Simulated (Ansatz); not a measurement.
NH4⁺ ··· SbH3

The pair of NH4⁺ (SMILES [NH4+], atoms 1–5) and SbH3 (SMILES [SbH3], atoms 6–9), both closed shells, in one local arrangement (a lower one may exist), relaxed at PBE0-D4/def2-TZVP:

```xyz
9
angstrom
N 0.0149 0.1762 -1.3615
H -0.3445 0.1587 -0.3809
H 0.9668 0.5472 -1.3612
H -0.5836 0.7682 -1.9402
H 0.0211 -0.7743 -1.7357
Sb -0.2164 -0.2674 2.4223
H -1.2295 0.2458 1.1076
H 0.3293 -1.5723 1.4506
H 1.0419 0.7179 1.7991
```

Computed with Ansatz 0.2.0 (basis: def2-TZVPPD, with def2-QZVPPD for the basis limit); correlated methods freeze the cores. Filled d shells of the heavier atoms are correlated. Core potentials replace the inner electrons of the atoms past krypton. The def2 sets are not built for correlating such inner shells, so the correlated values are less sure here. B3LYP uses VWN-RPA correlation. Extrapolation: Hartree–Fock as exp(−7.88 √X), correlation as X^−2.97. Interaction energies count from these two fragments, frozen as in the pair, with the counterpoise correction; negative means bound.

(1) What is the interaction energy by CCSD(T) at an estimated basis limit (MP2 extrapolated from triple and quadruple zeta, plus CCSD(T) − MP2 in triple zeta)? (An estimate is asked for; the value comes from the calculation.)

(2) Which atoms make the shortest contact between the fragments?

T1 diagnostic: at most 0.015.

Results:

(1) By the calculation: -43.5 kJ/mol. Hartree–Fock alone gives -28.5 kJ/mol at the basis limit. It counts from the two fragments frozen as in the pair.

The same quantity by other methods in triple zeta, and each one's difference from that estimate:
| method | E_int (kJ/mol) | difference |
| --- | --- | --- |
| PBE-D4 | -52.1 | -8.6 |
| revPBE-D4 | -49.7 | -6.1 |
| BLYP-D4 | -50.1 | -6.6 |
| r2SCAN-D4 | -46.3 | -2.7 |
| B97M-V | -48.3 | -4.8 |
| PBE0-D4 | -48.4 | -4.8 |
| B3LYP-D4 | -48.3 | -4.8 |
| HSE06-D4 | -48.4 | -4.9 |
| wB97X-V | -43.5 | 0.0 |
| wB97M-V | -44.7 | -1.2 |
| B2PLYP | -42.6 | 0.9 |
| HF | -28.2 | 15.3 |
| MP2 | -43.1 | 0.4 |
| CCSD | -39.1 | 4.4 |
| CCSD(T) | -41.1 | 2.4 |
Differences are method less estimate.

(2) H2 and H7, 1.73 Å apart.

Energy to bend the free fragments (PBE0-D4 minima) into their shapes in the pair, CCSD(T)/def2-TZVPPD: NH4⁺ 0.9 kJ/mol; SbH3 2.1 kJ/mol. This must be added to the interaction energy to get the binding energy from relaxed fragments.

Basis-set superposition shift (counterpoise-corrected less uncorrected): CCSD(T) 3.1; MP2 3.1; HF 0.1; PBE0-D4 0.1; wB97M-V 0.2 kJ/mol.

For scale, one of the runs: CCSD(T)/def2-TZVPPD, 212 basis functions, launched by `ansatz run in.yaml --threads 4 --pin off --events-out ev --progress --plain --max-ram 9574MiB`. The run took 64 s on 4 CPU threads of an Arm Neoverse V2 (shared host), with 3.3 GiB of host memory at its peak.
